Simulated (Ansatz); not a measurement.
Geometry optimisation, RKS PBE0/def2-SVP (Ansatz 0.2.0).

The input (input.yaml):

```yaml
crystal:
  periodic: [false, false, false]
  atoms:
    - { symbol: Ga, position_ang: [0.0, 0.0, 0.0] }
    - { symbol: H, position_ang: [0.0, 0.0, 1.57] }
    - { symbol: O, position_ang: [1.5501, 0.0, -0.895] }
    - { symbol: H, position_ang: [1.85, -0.9519, -1.0499] }
    - { symbol: "N", position_ang: [-1.6714, 0.0, -0.965] }
    - { symbol: H, position_ang: [-2.3403, -0.8164, -0.8664] }
    - { symbol: H, position_ang: [-1.9204, 0.8164, -1.5936] }
basis:
  gaussian: { orbitals: def2-SVP }
hamiltonian:
  xc: pbe0
relax:
  f_tol: 0.02
  max_steps: 40
```

Launched with:

```bash
$ ansatz run input.yaml --threads 1 --pin off --max-ram 2048MiB --backend cpu --events-out ev --progress --plain --runs-dir out
```

Q: Where does it end, and by what steps?

A: The forces met the threshold. After 9 steps the energy has fallen by 0.851 eV; H7 moved furthest, 1.03 Å.

```tsv
step	energy less start (eV)	largest force component (eV/Å)	accepted
0	0.0000	2.025	yes
1	-0.3518	1.130	yes
2	-0.5296	0.832	yes
3	-0.6447	0.560	yes
4	-0.7245	0.384	yes
5	-0.7848	0.373	yes
6	-0.8162	0.352	yes
7	-0.8458	0.305	yes
8	-0.8488	0.238	yes
9	-0.8511	0.006	yes
```

```xyz
7
Properties=species:S:1:pos:R:3
Ga -0.060 -0.162 0.149
H -0.128 -0.188 1.698
O 1.555 -0.229 -0.615
H 1.555 -0.219 -1.576
N -1.510 -0.072 -0.931
H -2.460 -0.031 -0.583
H -1.485 -0.051 -1.942
```

Whether the end is a true minimum wasn't checked by a vibrational analysis.

Run time: 38 s on 1 thread of Arm Neoverse V1, with other jobs on the host, peak memory 0.16 GiB.
